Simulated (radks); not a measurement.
Results of a calculation; reference values are marked as such.
These are the eigenvalues of the occupied orbitals of an atom or ion with whole-number occupations (hartree). Code: a radial shooting solver on a logarithmic mesh with Libxc functionals. Model: Dirac Kohn-Sham, PBE, spin-unpolarised, spherical densities, finite nucleus; Fermi nuclear charge, rms radius of each element as measured or else 0.836 A^(1/3) + 0.57 fm.

orbital  eigenvalue
1s1/2     -1776.977
2s1/2     -292.9171
2p1/2     -277.9835
2p3/2     -254.1696
3s1/2     -65.63391
3p1/2     -59.18057
3p3/2     -54.32649
3d3/2     -43.15369
3d5/2     -42.09761
4s1/2     -14.22983
4p1/2     -11.73472
4p3/2     -10.66064
4d3/2      -6.54894
4d5/2      -6.35536
5s1/2      -2.95845
5p1/2      -2.24569
5p3/2      -2.08078
4f5/2      -1.54438
5f5/2      -0.43309

Which element is it, and in what charge state? The configuration may be excited. Open shells, if any, fill j = l - 1/2 first.

Answer. Z = 63, europium, charge +3: Eu3+ in [Kr] 4d10 4f6 5s1 5p6 5f1. The list shows which subshells hold electrons but not how many an open one holds; the 1s level, -1777 hartree, gives Z - s = 59.6 by -(Z - s)^2/2, which with screening and relativity narrows Z to a few neighbours, and the depths of the outer levels then fix element, charge and occupations together.
